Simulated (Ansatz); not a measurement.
Consider the hydrogenolysis of the Si–Cl bond: `C[Si@@H](O)O[Si@H](O)Cl` + H₂ → `C[SiH](O)O[SiH2]O` + HCl.

Calculated with Ansatz (gas phase, PBE0-D4/def2-TZVP geometries, no zero-point term in ΔE). CBS: MP2 limit from def2 TZ/QZ plus the TZ coupled-cluster correction, frozen cores. This one scheme is used for every species. DFT in def2-TZVPP. Each species was taken in one conformer, which may not be the lowest.

| level | ΔE (eV) |
| --- | --- |
| r2SCAN | 1.09 |
| PBE0 | 0.97 |
| SCS-MP2/def2-TZVPP | 0.99 |
| MP2/def2-QZVPP | 1.10 |

(1) What does CCSD(T)/CBS give? (An estimate is asked.)

Largest T1 diagnostic among the species: 0.011.

Results:

(1) Computed: +1.03 eV. The listed levels differ from it by 0.06, -0.06, -0.04, 0.07 eV.

The D4 term adds +0.12 eV with B3LYP and +0.07 eV with PBE0; it sums over pairs of atoms, weighted by their polarisabilities, and B3LYP, whose exchange is more repulsive, gets the larger term. In def2-TZVPP, CCSD(T) changes the Hartree–Fock value by +0.12 eV (the triples alone add +0.04 eV) and MP2 by +0.22 eV.

B3LYP here is the variant with VWN-RPA as its local correlation; programs differ in this.
